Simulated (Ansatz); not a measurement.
Ansatz (a quantum-chemistry and plane-wave program) input:
A basis named .json is the Basis Set Exchange file of that set.

Ansatz 0.2 input:
```yaml
crystal:
  periodic: [false, false, false]
  atoms:
    - {symbol: C, position_ang: [1.89544576, -0.71084597, -0.76156033]}
    - {symbol: C, position_ang: [1.19551772, 0.65636782, -0.61573374]}
    - {symbol: C, position_ang: [-0.03363174, 0.62442671, 0.23195955]}
    - {symbol: C, position_ang: [0.11314075, 0.55209630, 1.71400645]}
    - {symbol: C, position_ang: [-1.37058373, 0.34430894, -0.37346568]}
    - {symbol: C, position_ang: [-1.83376190, -1.11993413, -0.23473310]}
    - {symbol: H, position_ang: [2.17427819, -1.11302371, 0.21408419]}
    - {symbol: H, position_ang: [2.80445185, -0.62047251, -1.36051361]}
    - {symbol: H, position_ang: [1.24194456, -1.43663787, -1.24804494]}
    - {symbol: H, position_ang: [1.91692186, 1.36172873, -0.18708954]}
    - {symbol: H, position_ang: [0.94674874, 1.02866343, -1.61420053]}
    - {symbol: H, position_ang: [0.95713903, 1.15352260, 2.06298984]}
    - {symbol: H, position_ang: [0.29509526, -0.47332882, 2.07141319]}
    - {symbol: H, position_ang: [-0.78916006, 0.90002156, 2.22452659]}
    - {symbol: H, position_ang: [-1.35975169, 0.61255806, -1.43365822]}
    - {symbol: H, position_ang: [-2.12725957, 0.98073184, 0.10301448]}
    - {symbol: H, position_ang: [-1.14595524, -1.79996674, -0.73966704]}
    - {symbol: H, position_ang: [-1.88512894, -1.41595303, 0.81451501]}
    - {symbol: H, position_ang: [-2.82608513, -1.25636162, -0.67020851]}
basis:
  gaussian:
    orbitals: cc-pwCVTZ.json
magnetization: {spin_polarized: true, initial_magnetization: 1}
correlation: {method: ccsd_t, frozen_orbitals: {C: 0, H: 0}}
```

Task: What final total energy does it print?

Result: -236.27200 Eh (CCSD(T,full)/cc-pwCVTZ).

It need not be the lowest isomer of its formula.
